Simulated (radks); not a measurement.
Q: Bi51+, configuration [Ar] 3d10 4s2 4p2. Method: scalar-relativistic Kohn-Sham, PBE, spin-unpolarised, spherical densities, point nucleus; computed with a radial shooting solver on a logarithmic mesh with Libxc functionals. Some entries of the table are withheld. Estimate them.

| orbital | occ. | eigenvalue (Ry) | <1/r> (bohr^-1) |
|---|---|---|---|
| 1s | 2 | -6870.490 | 103.4 |
| 2s | 2 | -1399.958 | (1) |
| 2p | 6 | -1226.906 | 21.26 |
| 3s | 2 | -482.0207 | 9.169 |
| 3p | 6 | -432.2066 | 8.290 |
| 3d | 10 | -384.2568 | (2) |
| 4s | 2 | -233.8409 | 4.497 |
| 4p | 2 | -215.0337 | 4.155 |

A: 
(1) 2s <1/r> (bohr^-1): 24.32
(2) 3d <1/r> (bohr^-1): 7.773
